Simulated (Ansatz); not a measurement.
Isolated molecules relaxed with PBE0-D4/def2-TZVP in Ansatz; ΔE leaves out vibrations. CCSD(T)/CBS adds triple-zeta CCSD(T) − MP2 to the extrapolated MP2 energy (def2 sets, frozen cores). This one scheme is used for every species. DFT in def2-TZVPP. B3LYP here is the variant with VWN-RPA as its local correlation; programs differ in this. HSE06 is defined as in plane-wave codes. def2 core potentials past Kr. For Br, In outer-core shells are correlated without core-valence functions, which leaves a few kJ/mol of doubt a bond. Scalar relativity is left out up to krypton. One conformer a species, not always the lowest.

`[F][In]([SH])[Br]` + NH₃ → `[NH2][In]([F])[Br]` + H₂S  (ligand exchange at the In–S bond)

```
             level  ΔE (kcal/mol)  difference from CCSD(T)/CBS
       LDA (SPW92)           18.8                          0.3
            PBE-D4           19.6                          1.1
         revPBE-D4           19.3                          0.8
           BLYP-D4           18.7                          0.2
         r2SCAN-D4           19.8                          1.3
            B97M-V           20.3                          1.8
        r2SCANh-D4           20.0                          1.5
        r2SCAN0-D4           20.4                          1.9
          HSE06-D4           20.4                          1.9
          BHLYP-D4           20.2                          1.7
      CAM-B3LYP-D4           18.2                         -0.3
           ωB97X-V           18.4                         -0.1
           ωB97M-V           19.0                          0.5
            B2PLYP           18.7                          0.2
          PBE-QIDH           19.8                          1.3
               PBE           19.4                          0.9
            revPBE           19.5                          1.0
              BLYP           18.4                         -0.1
            r2SCAN           19.7                          1.2
              PBE0           20.1                          1.6
             B3LYP           19.0                          0.5
           r2SCANh           20.0                          1.5
           r2SCAN0           20.3                          1.8
             HSE06           20.1                          1.6
             BHLYP           19.5                          1.0
         CAM-B3LYP           18.0                         -0.5
           LC-ωPBE           18.0                         -0.5
RPA@PBE/def2-TZVPP           17.0                         -1.5
       HF/def2-SVP           20.9                          2.4
  CCSD(T)/def2-SVP           18.5                          0.0
     HF/def2-TZVPP           20.0                          1.5
    MP2/def2-TZVPP           18.7                          0.2
SCS-MP2/def2-TZVPP           18.0                         -0.5
   CCSD/def2-TZVPP           18.1                         -0.4
CCSD(T)/def2-TZVPP           18.1                         -0.4
     HF/def2-QZVPP           19.8                          1.3
    MP2/def2-QZVPP           18.9                          0.4
SCS-MP2/def2-QZVPP           18.2                         -0.3
      HF/CBS(def2)           19.8                          1.3
     MP2/CBS(def2)           19.1                          0.6
       CCSD(T)/CBS           18.5                            0
```

Largest T1 diagnostic among the species: 0.013.

In def2-TZVPP, CCSD(T) changes the Hartree–Fock value by −1.8 kcal/mol (the triples alone add −0.0 kcal/mol) and MP2 by −1.3 kcal/mol. From BLYP to BHLYP (50 % exact exchange), in def2-TZVPP and without D4, ΔE moves by +1.2 kcal/mol.
